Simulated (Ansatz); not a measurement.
Born–Oppenheimer molecular dynamics of C$_{3}$H$_{5}$Si (9 atoms, charge 1, multiplicity 1). It starts at the highest image of a converged band. Of that band: Neighbouring images differ by up to 2.0 eV, so the band resolves the path poorly. A vibrational analysis at the climbing image gives one clearly imaginary mode, 882i cm⁻¹: a first-order saddle point.

These are results of Ansatz, UKS PBE-D4/def2-SVP, not measurements.

```
ensemble                      : NVE (velocity Verlet)
time step                     : 0.5 fs
steps asked                   : 200
starting velocities drawn for : 100 K
seed                          : 12672
```

First frame:

```xyz
9
Properties=species:S:1:pos:R:3
C 0.570 1.930 -2.185
C 0.490 1.150 -1.155
Si 0.638 0.199 0.360
C -0.599 -1.042 0.885
H -0.447 1.156 -2.121
H 1.865 0.528 1.139
H -1.426 -1.160 0.159
H -0.085 -2.018 1.039
H -1.006 -0.744 1.878
```

(1) How far do the bonds stretch over the last three quarters of this one trajectory? (Pairs bonded in most of those frames.)

## Answers

(1) 
```tsv
bond	mean (Å)	spread (Å)	shortest	longest
C1–C2	1.272	0.022	1.23	1.32
C1–H5	1.176	0.034	1.10	1.26
C2–Si3	1.787	0.041	1.69	1.87
Si3–C4	1.828	0.017	1.80	1.86
Si3–H6	1.493	0.019	1.46	1.52
C4–H7	1.109	0.006	1.10	1.12
C4–H8	1.113	0.012	1.09	1.13
C4–H9	1.117	0.010	1.10	1.13
```

Mean temperature of the second half: 1377 K. The conserved energy stayed within 0.23 meV per atom of its start (net change 0.066 meV per atom), so the integration is sound. The kinetic energy rose, since the run started high on the potential surface and went downhill. A run of 0.1 ps of so small a system gives no equilibrium averages. The orbitals were unrestricted but ended closed-shell.

Time of the run: 3.1 min on 2 threads of Intel(R) Xeon(R) 6975P-C (Granite Rapids), with other jobs on the host, peak memory 0.16 GiB.
